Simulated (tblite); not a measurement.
C3H6O, charge +1, doublet, geometry from GFN2-xTB (a state made from the parent by changing its charge; the spin is typed, not shown lowest); GFN1-xTB run with tblite.

Input for tblite:
```
$ tblite run mol.xyz --method gfn1 --charge 1 --spin 1 --spin-polarized --json tblite.json --no-restart

# file mol.xyz
10

C     -1.18597595    -0.14441293    -0.71373654
C     -0.01271310    -0.00375321     0.24223374
C      1.25579545     0.16576373    -0.57745768
O     -0.07584897    -0.02317817     1.41320140
H     -1.30258545    -1.21644870    -0.90209386
H     -1.03621479     0.37090044    -1.65944088
H     -2.06911206     0.23818194    -0.19380452
H      2.08828814    -0.17109857     0.04700893
H      1.22921474    -0.37762274    -1.51942441
H      1.35456264     1.23592760    -0.78409358
```

Problem. What does tblite print? Leave out banner, timings and long lists.

Solution. 
```
xTB calculator
 | screened Coulomb repulsion
 | Coulomb electrostatics
 |  * isotropic Klopman-Ohno-Mataga-Nishimoto electrostatics
 |  * onsite third-order electrostatics
 | DFT-D3(BJ) dispersion correction
 | Interactions (1)
 | [1] spin polarization

halogen bonding energy    0.0000000000000E+00 Eh
repulsion energy          1.7675073360683E-01 Eh
dispersion energy        -2.5174000720144E-03 Eh
interaction energy        0.0000000000000E+00 Eh
number of electrons       2.3000000000000E+01 e
integral cutoff           1.9731147476801E+01 bohr

------------------------------------------------------------
  cycle        total energy    energy error   density error
------------------------------------------------------------
      1     -13.48021350241  -1.3654447E+01   4.0660247E-01
      2     -13.66655739488  -1.8634389E-01   2.4535063E-01
      3     -13.68135308229  -1.4795687E-02   1.3203486E-01
      4     -13.69063510566  -9.2820234E-03   3.5370401E-02
      5     -13.69493733218  -4.3022265E-03   7.3582792E-03
      6     -13.69500398370  -6.6651523E-05   2.8505892E-03
      7     -13.69497301423   3.0969468E-05   3.6521866E-03
      8     -13.69502644858  -5.3434349E-05   5.8827918E-04
      9     -13.69502753623  -1.0876544E-06   1.8367838E-04
     10     -13.69502765433  -1.1809744E-07   2.5365267E-05
     11     -13.69502765471  -3.8208903E-10   1.2297592E-05
------------------------------------------------------------

electronic energy        -1.3869260988248E+01 Eh
total energy             -1.3695027654713E+01 Eh

Post processing:
 | Mayer-Wiberg bond orders

[Info] JSON dump of results written to 'tblite.json'
```
